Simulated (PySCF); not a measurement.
CH₅AlB₂, C₃H₈B, C₂H₆BO, C₂H₇AlB and others (calculated)

Calculation on a computer-drawn molecule: optimised geometry and harmonic frequencies of an isolated molecule of the commonest isotopes, restricted reference for singlets and unrestricted otherwise, frozen core in MP2. Program: PySCF 2.14.0.

Common to all runs: method HF.

```yaml
- entry: 1
  formula: CH5AlB2
  start_structure:
    atoms_angstrom:
      - [B, -0.7491, -1.9351, -0.7456]
      - [C, 0.3234, -0.7236, -0.8893]
      - [B, -0.1681, 0.5308, -0.068]
      - [Al, 0.9482, -0.2729, -2.7237]
      - [H, -1.8488, -1.6492, -0.9386]
      - [H, -0.3917, -2.9706, -0.6301]
      - [H, 1.333, -1.0621, -0.5692]
      - [H, -1.3114, 0.8759, -0.1219]
      - [H, 0.6242, 1.043, 0.6528]
  given:
    charge: 0
    multiplicity: 1
    basis: "cc-pV(D+d)Z"
    drawn_bonds_atom: [1, 2, 2, 1, 1, 2, 3, 3]
    drawn_bonds_other_atom: [2, 3, 4, 5, 6, 7, 8, 9]
    drawn_bonds_order: [1, 1, 1, 1, 1, 1, 1, 1]
  results:
    optimised_atom_element: [B, C, B, Al, H, H, H, H, H]
    "optimised_atom_x [angstrom]": [-0.7089, 0.3354, -0.1336, 0.8179, -1.876, -0.3865, 1.357, -1.266, 0.6206]
    "optimised_atom_y [angstrom]": [-1.901, -0.7694, 0.5126, -0.2719, -1.654, -3.058, -1.094, 0.9033, 1.169]
    "optimised_atom_z [angstrom]": [-0.8057, -0.7594, -0.04535, -2.709, -0.9686, -0.7062, -0.5021, -0.165, 0.6273]
    "modes_frequency [cm^-1]": [125.1, 168.1, 223.2, 355.0, 397.6, 454.2, 825.5, 874.5, 972.6, 1054, 1095, 1105, 1121, 1287, 1340, 1375, 2631, 2648, 2697, 2706, 3102]
    "modes_reduced_mass [dalton]": [1.519, 3.434, 2.698, 1.051, 1.506, 4.93, 1.169, 1.637, 1.536, 1.42, 1.543, 1.893, 1.602, 1.16, 1.244, 1.766, 1.051, 1.056, 1.126, 1.125, 1.082]
    "rotational_constants [GHz]": [8.399, 4.662, 3.351]
    "total_energy [hartree]": -332.0322
    "convergence_status_largest_gradient_component [hartree/bohr]": 2.75e-05
- entry: 2
  formula: C3H8B
  start_structure:
    atoms_angstrom:
      - [B, -1.0647, -0.0432, -1.6236]
      - [C, 0.075, -0.4161, -0.7814]
      - [C, 0.0708, -0.5815, 0.7135]
      - [C, -1.1454, -0.3813, 1.4507]
      - [H, -1.9924, 0.5263, -1.1662]
      - [H, -1.0439, -0.2047, -2.7754]
      - [H, 0.9991, -0.7257, -1.2959]
      - [H, 0.9488, 0.0854, 1.0456]
      - [H, 0.4873, -1.6301, 0.9585]
      - [H, -1.9471, -1.0182, 1.1198]
      - [H, -1.0061, -0.5346, 2.4615]
      - [H, -1.5318, 0.646, 1.3548]
  given:
    charge: 0
    multiplicity: 2
    basis: cc-pVDZ
    drawn_bonds_atom: [1, 2, 3, 1, 1, 2, 3, 3, 4, 4, 4]
    drawn_bonds_other_atom: [2, 3, 4, 5, 6, 7, 8, 9, 10, 11, 12]
    drawn_bonds_order: [1, 1, 1, 1, 1, 1, 1, 1, 1, 1, 1]
  results:
    optimised_atom_element: [B, C, C, C, H, H, H, H, H, H, H, H]
    "optimised_atom_x [angstrom]": [-1.099, 0.07788, 0.134, -1.147, -2.172, -0.9476, 1.023, 0.9469, 0.4582, -1.965, -0.9883, -1.471]
    "optimised_atom_y [angstrom]": [-0.0347, -0.4707, -0.6287, -0.3239, 0.2422, 0.03307, -0.7069, 0.005717, -1.654, -0.9773, -0.4702, 0.7077]
    "optimised_atom_z [angstrom]": [-1.668, -0.7861, 0.7104, 1.48, -1.206, -2.859, -1.272, 1.086, 0.9298, 1.17, 2.55, 1.327]
    "modes_frequency [cm^-1]": [116.8, 264.0, 268.5, 322.0, 511.0, 681.4, 818.2, 821.2, 961.8, 1030, 1041, 1136, 1171, 1218, 1330, 1381, 1474, 1500, 1538, 1563, 1595, 1598, 2669, 2732, 3139, 3162, 3182, 3251, 3259, 3272]
    "modes_reduced_mass [dalton]": [1.516, 1.056, 2.528, 1.155, 2.173, 1.143, 2.35, 1.247, 1.785, 1.345, 1.604, 1.421, 1.66, 1.711, 1.218, 1.182, 1.95, 1.515, 1.365, 1.103, 1.039, 1.056, 1.057, 1.126, 1.061, 1.099, 1.038, 1.103, 1.104, 1.087]
    "rotational_constants [GHz]": [14.46, 5.19, 4.006]
    "total_energy [hartree]": -142.9071
    spin_squared: 0.7578
    "convergence_status_largest_gradient_component [hartree/bohr]": 3.085e-05
- entry: 3
  formula: C2H6BO
  start_structure:
    atoms_angstrom:
      - [B, -2.5847, -0.7776, 0.2058]
      - [C, -1.4515, -0.3616, 1.066]
      - [O, -0.1972, -0.2699, 0.9056]
      - [C, 0.363, -0.5343, -0.3903]
      - [H, -2.3797, -1.0841, -0.8997]
      - [H, -3.618, -0.7787, 0.7497]
      - [H, -1.6204, -0.0056, 2.1633]
      - [H, 0.1061, -1.6561, -0.6403]
      - [H, 1.4374, -0.514, -0.3846]
      - [H, -0.1236, 0.0673, -1.1491]
  given:
    charge: 0
    multiplicity: 2
    basis: cc-pVDZ
    drawn_bonds_atom: [1, 2, 3, 1, 1, 2, 4, 4, 4]
    drawn_bonds_other_atom: [2, 3, 4, 5, 6, 7, 8, 9, 10]
    drawn_bonds_order: [1, 1, 1, 1, 1, 1, 1, 1, 1]
  results:
    optimised_atom_element: [B, C, O, C, H, H, H, H, H, H]
    "optimised_atom_x [angstrom]": [-2.573, -1.435, -0.1361, 0.3391, -2.409, -3.678, -1.612, 0.1167, 1.416, -0.09654]
    "optimised_atom_y [angstrom]": [-0.7687, -0.34, -0.2569, -0.5977, -1.105, -0.7611, -0.04052, -1.639, -0.4528, 0.04691]
    "optimised_atom_z [angstrom]": [0.2295, 1.139, 0.8793, -0.4012, -0.9096, 0.6986, 2.167, -0.6371, -0.3736, -1.165]
    "modes_frequency [cm^-1]": [214.0, 231.1, 316.6, 457.5, 544.6, 812.3, 868.9, 995.3, 1041, 1133, 1267, 1299, 1321, 1433, 1560, 1597, 1598, 1628, 2680, 2747, 3197, 3281, 3312, 3326]
    "modes_reduced_mass [dalton]": [1.077, 1.71, 2.573, 1.44, 2.2, 1.214, 2.141, 1.42, 2.801, 2.347, 1.28, 1.389, 1.34, 2.074, 1.399, 1.045, 1.061, 1.757, 1.059, 1.128, 1.032, 1.108, 1.106, 1.089]
    "rotational_constants [GHz]": [17.55, 6.006, 4.605]
    "total_energy [hartree]": -178.7258
    spin_squared: 0.7565
    "convergence_status_largest_gradient_component [hartree/bohr]": 9.345e-06
- entry: 4
  formula: C2H7AlB
  start_structure:
    atoms_angstrom:
      - [B, -0.2507, -1.7728, 1.7985]
      - [C, -1.2959, -1.5979, 0.8376]
      - [C, -1.8264, -0.2989, 0.5671]
      - [Al, -1.9908, -0.1273, 2.6481]
      - [H, 0.3905, -2.7061, 2.0806]
      - [H, 0.0838, -0.6979, 2.4883]
      - [H, -1.7952, -2.4707, 0.375]
      - [H, -2.6759, -0.2596, -0.1816]
      - [H, -1.1423, 0.5477, 0.5467]
      - [H, -1.7418, 1.3388, 3.197]
      - [H, -2.8107, -1.1566, 3.5954]
  given:
    charge: 0
    multiplicity: 2
    basis: "cc-pV(D+d)Z"
    drawn_bonds_atom: [1, 2, 3, 1, 1, 2, 3, 3, 4, 4]
    drawn_bonds_other_atom: [2, 3, 4, 5, 6, 7, 8, 9, 10, 11]
    drawn_bonds_order: [1, 1, 1, 1, 1, 1, 1, 1, 1, 1]
  results:
    optimised_atom_element: [B, C, C, Al, H, H, H, H, H, H, H]
    "optimised_atom_x [angstrom]": [0.2425, -1.199, -1.853, -2.569, 0.6791, 0.9467, -1.833, -2.662, -1.15, -1.74, -3.917]
    "optimised_atom_y [angstrom]": [-1.751, -1.578, -0.2931, 0.05982, -2.849, -0.7892, -2.457, -0.3678, 0.4973, 0.9604, -0.6344]
    "optimised_atom_z [angstrom]": [1.593, 1.1, 0.7915, 2.629, 1.812, 1.756, 0.9924, 0.06176, 0.5223, 3.624, 3.07]
    "modes_frequency [cm^-1]": [53.52, 159.2, 183.0, 337.9, 369.6, 464.9, 586.9, 610.9, 756.7, 829.8, 844.4, 868.6, 976.8, 1030, 1065, 1194, 1244, 1321, 1497, 1558, 1993, 2001, 2657, 2727, 3190, 3258, 3280]
    "modes_reduced_mass [dalton]": [4.326, 1.073, 1.679, 1.339, 1.792, 1.102, 2.545, 1.429, 1.299, 1.114, 1.211, 1.771, 1.608, 1.386, 1.312, 1.322, 1.771, 1.232, 1.657, 1.27, 1.042, 1.042, 1.056, 1.127, 1.056, 1.103, 1.092]
    "rotational_constants [GHz]": [11.11, 3.374, 2.983]
    "total_energy [hartree]": -346.3609
    spin_squared: 0.7638
    "convergence_status_largest_gradient_component [hartree/bohr]": 1.107e-05
- entry: 5
  formula: AlBH6N
  start_structure:
    atoms_angstrom:
      - [B, -2.0771, -0.4015, 0.1083]
      - ["N", -1.5128, 0.4614, 1.0165]
      - [Al, -0.0229, 0.6569, 2.061]
      - [H, -3.1583, -0.187, -0.3492]
      - [H, -1.4763, -1.2518, -0.4095]
      - [H, -2.1008, 1.1782, 1.3004]
      - [H, -0.5359, 1.8576, 3.0682]
      - [H, 1.2006, 1.2525, 1.2221]
      - [H, 0.3585, -0.6023, 2.9512]
  given:
    charge: -1
    multiplicity: 1
    basis: "aug-cc-pV(D+d)Z"
    drawn_bonds_atom: [1, 2, 1, 1, 2, 3, 3, 3]
    drawn_bonds_other_atom: [2, 3, 4, 5, 6, 7, 8, 9]
    drawn_bonds_order: [1, 1, 1, 1, 1, 1, 1, 1]
  results:
    optimised_atom_element: [B, "N", Al, H, H, H, H, H, H]
    "optimised_atom_x [angstrom]": [-2.038, -1.645, -0.03805, -3.123, -1.317, -2.323, -0.3689, 1.21, 0.3176]
    "optimised_atom_y [angstrom]": [-0.359, 0.5571, 0.7135, -0.2816, -1.281, 1.273, 1.865, 1.194, -0.7171]
    "optimised_atom_z [angstrom]": [0.1059, 1.058, 2.087, -0.452, -0.2146, 1.239, 3.212, 1.14, 2.794]
    "modes_frequency [cm^-1]": [23.46, 223.1, 262.8, 536.0, 593.3, 612.3, 813.8, 828.5, 851.3, 877.8, 984.1, 1083, 1239, 1331, 1490, 1676, 1694, 1780, 2487, 2556, 3770]
    "modes_reduced_mass [dalton]": [1.224, 2.354, 1.365, 2.787, 1.183, 1.442, 1.069, 1.056, 1.092, 1.079, 1.262, 1.377, 1.268, 1.242, 3.689, 1.048, 1.049, 1.019, 1.084, 1.092, 1.074]
    "rotational_constants [GHz]": [32.47, 4.803, 4.45]
    "total_energy [hartree]": -324.6303
    "convergence_status_largest_gradient_component [hartree/bohr]": 3.402e-05
```
